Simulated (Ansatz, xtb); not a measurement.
# Isomers of CH5B2Br in order of energy

3 gas-phase structures of CH5B2Br, found in a search over its isomers (lower ones may exist). Each was relaxed with GFN2-xTB:

A. `BB(C)Br`, a singlet
B. `BCBBr`, a singlet
C. `CBBBr`, a singlet

Question: Estimate their order in r2SCAN-D4/def2-SVP energy at these geometries, lowest first.

Answer: Calculated order at r2SCAN-D4/def2-SVP: B (0.000), A (0.222), C (0.258) eV. Less than 1 kcal/mol parts A and C, so the order within that pair means little.

Energies above the lowest of each column, in eV; the last columns are at PBE-D3(BJ)/def2-SVP geometries:

| structure | GFN2-xTB | HF/STO-3G | r2SCAN-D4/def2-SVP | PBE-D3(BJ)/def2-SVP | CCSD(T)/def2-SVP + ΔMP2/def2-TZVPP |
| --- | --- | --- | --- | --- | --- |
| B | 0.000 | 0.000 | 0.000 | 0.000 | 0.000 |
| A | 0.564 | 0.281 | 0.222 | 0.178 | 0.282 |
| C | 0.512 | 0.259 | 0.258 | 0.263 | 0.310 |

Every level run on B puts it lowest or level with the lowest. Flexible structures stand in one conformer each, not always the lowest. ΔMP2 is the change of the MP2 energy from the smaller to the larger basis.

Programs: Ansatz 0.2.0, xtb 6.7.1.
